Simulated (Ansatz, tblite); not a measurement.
Forces on the cluster Te₄ at its PBE-D4/def2-SVP geometry. Charge 0, multiplicity 1.

In the def2 sets Te takes a core potential; there is no spin–orbit coupling. The xTB rows come from tblite. The structure comes from a short search, and lower isomers may exist.

GFN1-xTB (tblite), largest force 1.41 eV/Å:

```xyz
4
positions Å, forces eV/Å
Te    1.491   -0.984   -0.742   -1.122    0.854    0.092
Te   -1.313   -1.225   -0.722    1.009    0.538    0.831
Te   -1.137    0.528    1.474    0.535   -0.099   -1.305
Te    0.958    1.681   -0.010   -0.422   -1.294    0.382
```

GFN2-xTB (tblite), largest force 0.86 eV/Å:

```
Te -0.665 0.542 -0.090
Te 0.605 0.200 0.581
Te 0.217 0.034 -0.834
Te -0.157 -0.776 0.343
```

PBE0-D4/def2-TZVP (Ansatz), largest force 0.73 eV/Å:

```
Te -0.580 0.422 0.129
Te 0.518 0.346 0.379
Te 0.333 -0.103 -0.640
Te -0.271 -0.664 0.132
```
